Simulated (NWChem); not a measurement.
System: SiF₂, singlet; SMILES F[Si]F

The following NWChem deck was run.

```
start job
memory heap 200 mb stack 900 mb global 1100 mb
geometry units angstroms noautosym nocenter noautoz
  Si     0.000000     0.000000     0.583705
  F      1.265861     0.000000    -0.466400
  F     -1.265861     0.000000    -0.466400
end
basis spherical
  * library 6-31g*
end
dft
  xc m06-2x
  iterations 150
end
cosmo
  do_cosmo_smd true
  solvent cychexon
end
task dft energy
```

Excerpt of the output:

```
             Northwest Computational Chemistry Package (NWChem) 7.3.0
             --------------------------------------------------------

                             Geometry "geometry" -> ""
                             -------------------------

 Output coordinates in angstroms (scale by  1.889725989 to convert to a.u.)

  No.       Tag          Charge          X              Y              Z
 ---- ---------------- ---------- -------------- -------------- --------------
    1 Si                  14.0000     0.00000000     0.00000000     0.58370500
    2 F                    9.0000     1.26586100     0.00000000    -0.46640000
    3 F                    9.0000    -1.26586100     0.00000000    -0.46640000

 Effective nuclear repulsion energy (a.u.)      98.0094563090

                                 NWChem DFT Module
                                 -----------------

 Summary of "ao basis" -> "ao basis" (spherical)
 ------------------------------------------------------------------------------
       Tag                 Description            Shells   Functions and Types
 ---------------- ------------------------------  ------  ---------------------
 Si                          6-31g*                  8       18   4s3p1d
 F                           6-31g*                  6       14   3s2p1d

 in cosmo_initialize ...
 calling solv_data for solv:cychexon

 solvent parameters
 solvname_short: cychexon
 solvname_long:  cyclohexanone
 dielec:       15.6190
 dielecinf:     2.1045
 nonaqueous SMD model solvent descriptors
 dielec:       15.6190
 sola:          0.0000
 solb:          0.5600
 solc:          0.0000
 solg:         49.7600
 solh:          0.0000
 soln:          1.4507

          ---------------
          -cosmo- solvent
          ---------------
 Cosmo: York-Karplus, doi: 10.1021/jp992097l
 dielectric constant -eps-     =  15.62
 screen = (eps-1)/(eps    )    =   0.93598
 surface charge correction     = lagrangian

   van der Waals surface
 --------------------------

 ---------- ATOMIC COORDINATES (A.U.) ------------ VDWR(ANG.) --
     1    0.00000000    0.00000000    1.10304251     2.470
     2    2.39213043    0.00000000   -0.88136820     1.730
     3   -2.39213043    0.00000000   -0.88136820     1.730
 number of segments per atom =        128
 number of   points per atom =        128
 atom (   nspa,  nppa )
 ----------------------
    1 (    100,     0 )       0
    2 (     68,     0 )       0
    3 (     68,     0 )       0
 number of -cosmo- surface points =      236
 molecular surface =     89.907 angstrom**2
 molecular volume  =     75.634 angstrom**3
 -lineq- algorithm             =   0
 -bem- low  level              =   3
 -bem- from -octahedral-
 gaussian surface charge width =   4.50000
 degree of switching           =   1.00000
 switching function tolerance  =   0.00010
 atomic radii =
 --------------
    1 14.000  2.470
    2  9.000  1.730
    3  9.000  1.730
 ...... end of -cosmo- initialization ......

 nat:                     3
 ixmem:                   608
 calling mnsol_interface()
 G(SMD-CDS) energy (kcal/mol)  =     0.303
 SMD-CDS SASA (angstrom**2)    =    95.729

            General Information
            -------------------
          SCF calculation type: DFT
          Wavefunction type:  closed shell.
          No. of atoms     :     3
          No. of electrons :    32
           Alpha electrons :    16
            Beta electrons :    16
          Charge           :     0
          Spin multiplicity:     1
          Use of symmetry is: off; symmetry adaption is: off
          Maximum number of iterations: 150
          AO basis - number of functions:    46
                     number of shells:    20
          Convergence on energy requested:  1.00D-06
          Convergence on density requested:  1.00D-05
          Convergence on gradient requested:  5.00D-04

              XC Information
              --------------
                       M06-2X Method XC Functional
                     Hartree-Fock (Exact) Exchange  0.540
                        M06-2X Exchange Functional  1.000
                      M06-2X Correlation Potential  1.000

[...]

                                COSMO-SMD solvation results
                                ---------------------------

             internal energy in gas <Psi(g)|H|Psi(g)> =      -489.146865019945
         internal energy in solvent <Psi(s)|H|Psi(s)> =      -489.146570530349
                               delta internal energy  =         0.000294489596 (    0.18 kcal/mol)
   total free energy in solvent <Psi(s)|H+V/2|Psi(s)> =      -489.151072498054
 polarization energy contribution <Psi(s)|V/2|Psi(s)> =        -0.004501967705 (   -2.83 kcal/mol)
    total free energy in solvent including G(SMD-CDS) =      -489.150589668469
                       G(SMD-CDS) energy contribution =         0.000482829585 (    0.30 kcal/mol)
     1 M fixed-concentration free energy of solvation =        -0.003724648524 (   -2.34 kcal/mol)

                       DFT Final Molecular Orbital Analysis
                       ------------------------------------

 Vector   14  Occ=2.000000D+00  E=-5.086898D-01
              MO Center= -1.8D-09, -6.1D-10, -4.4D-01, r^2= 2.0D+00
   Bfn.  Coefficient  Atom+Function         Bfn.  Coefficient  Atom+Function
  ----- ------------  ---------------      ----- ------------  ---------------
    22      0.458457  2 F  py                36     -0.458457  3 F  py
    26      0.344775  2 F  py                40     -0.344775  3 F  py
    14      0.065693  1 Si d -2

 Vector   15  Occ=2.000000D+00  E=-4.971932D-01
              MO Center=  4.2D-09,  1.7D-10, -4.2D-01, r^2= 2.1D+00
   Bfn.  Coefficient  Atom+Function         Bfn.  Coefficient  Atom+Function
  ----- ------------  ---------------      ----- ------------  ---------------
    21      0.389094  2 F  px                35      0.389094  3 F  px
    25      0.277112  2 F  px                39      0.277112  3 F  px
    23      0.262514  2 F  pz                37     -0.262514  3 F  pz
    27      0.193272  2 F  pz                41     -0.193272  3 F  pz
    11      0.075417  1 Si px                17     -0.041631  1 Si d  1

 Vector   16  Occ=2.000000D+00  E=-3.393857D-01
              MO Center= -1.5D-08, -1.5D-08,  8.8D-01, r^2= 2.0D+00
   Bfn.  Coefficient  Atom+Function         Bfn.  Coefficient  Atom+Function
  ----- ------------  ---------------      ----- ------------  ---------------
     6      0.495007  1 Si s                 10      0.456873  1 Si s
     9      0.354606  1 Si pz                 2     -0.227822  1 Si s
    23     -0.209918  2 F  pz                37     -0.209918  3 F  pz
    27     -0.170380  2 F  pz                41     -0.170380  3 F  pz
     5     -0.136749  1 Si pz                21      0.096521  2 F  px

 Vector   17  Occ=0.000000D+00  E=-3.351044D-02
              MO Center=  4.2D-10,  1.7D-08,  5.9D-01, r^2= 2.7D+00
   Bfn.  Coefficient  Atom+Function         Bfn.  Coefficient  Atom+Function
  ----- ------------  ---------------      ----- ------------  ---------------
     8      0.579799  1 Si py                12      0.559210  1 Si py
     4     -0.209486  1 Si py                26     -0.187433  2 F  py
    40     -0.187433  3 F  py                22     -0.183279  2 F  py
    36     -0.183279  3 F  py                15      0.037953  1 Si d -1

 Vector   18  Occ=0.000000D+00  E= 5.715255D-02
              MO Center=  1.3D-08,  5.5D-10,  8.4D-01, r^2= 3.7D+00
   Bfn.  Coefficient  Atom+Function         Bfn.  Coefficient  Atom+Function
  ----- ------------  ---------------      ----- ------------  ---------------
    11      0.927491  1 Si px                 7      0.365515  1 Si px
    24     -0.348919  2 F  s                 38      0.348919  3 F  s
    27     -0.151149  2 F  pz                41      0.151149  3 F  pz
    23     -0.147341  2 F  pz                37      0.147341  3 F  pz
     3     -0.142348  1 Si px                17     -0.120703  1 Si d  1

 Vector   19  Occ=0.000000D+00  E= 9.395869D-02
              MO Center= -2.4D-08, -1.8D-08,  9.5D-02, r^2= 4.0D+00
   Bfn.  Coefficient  Atom+Function         Bfn.  Coefficient  Atom+Function
  ----- ------------  ---------------      ----- ------------  ---------------
    13      0.986486  1 Si pz                10     -0.601001  1 Si s
    24      0.433557  2 F  s                 38      0.433557  3 F  s
     9      0.225611  1 Si pz                25     -0.182894  2 F  px
    39      0.182894  3 F  px                21     -0.152288  2 F  px
    35      0.152288  3 F  px                 2      0.112230  1 Si s

     Multipole analysis of the density
     ---------------------------------

     L   x y z        total         alpha         beta         nuclear
     -   - - -        -----         -----         ----         -------
     0   0 0 0     -0.000000    -16.000000    -16.000000     32.000000

     1   1 0 0      0.000000      0.000000      0.000000      0.000000
     1   0 1 0      0.000000      0.000000      0.000000      0.000000
     1   0 0 1      0.604595      0.513314      0.513314     -0.422033

     2   2 0 0    -18.650796    -60.825990    -60.825990    103.001184
     2   1 1 0      0.000000      0.000000      0.000000      0.000000
     2   1 0 1      0.000000      0.000000      0.000000      0.000000
     2   0 2 0    -14.134404     -7.067202     -7.067202      0.000000
     2   0 1 1      0.000000      0.000000      0.000000      0.000000
     2   0 0 2    -16.963273    -23.989845    -23.989845     31.016417
```

Level: M06-2X/6-31G* (spherical d), SMD on the gas-phase geometry. Low-valent species are run as closed-shell singlets; no triplet was tried in these runs. Structure relaxed at the PBE-D3(BJ)/def2-SVP level. Solvent: cyclohexanone.
